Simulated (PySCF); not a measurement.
Computed with PySCF 2.14.0 with M06-2X/def2-TZVP // B3LYP-D3(BJ)/def2-SVP. Gas-phase values, no solvent. One relaxed conformer stands for a flexible species; it need not be the lowest. Delta-SCF ions had no search for a lower state. Excitations are Tamm–Dancoff values on a coarser integration grid. The basis has no diffuse functions, so Rydberg states are missing or too high.

Reference species (SMILES): `[SiH3][In]([N](C)C)[SiH3]` (C–N–In–Si torsion 1°) (neutral, multiplicity 1).

```
Quantity                                       Result
-------------------------------------------  --------
HOMO                                         -7.14 eV
vertical ionisation energy (Delta-SCF)        7.64 eV
LUMO                                         -1.22 eV
brightest of the four lowest singlets (TDA)   4.02 eV
```

Changed species: `[In]([SiH3])([SiH3])[SiH3]` (0 of 3 SiH3 replaced by N(CH3)2; the reference has 1 of 3 SiH3 replaced by N(CH3)2).

**Question.** What does the change do to the HOMO, vertical ionisation energy (Delta-SCF), LUMO and brightest of the four lowest singlets (TDA)?

**Answer.** the HOMO falls by 0.66 eV, to -7.80 eV; the vertical ionisation energy (Delta-SCF) goes up by 1.01 eV, to 8.65 eV; the LUMO falls by 0.73 eV, to -1.95 eV; the brightest of the four lowest singlets (TDA) rises by 1.76 eV, to 5.78 eV.
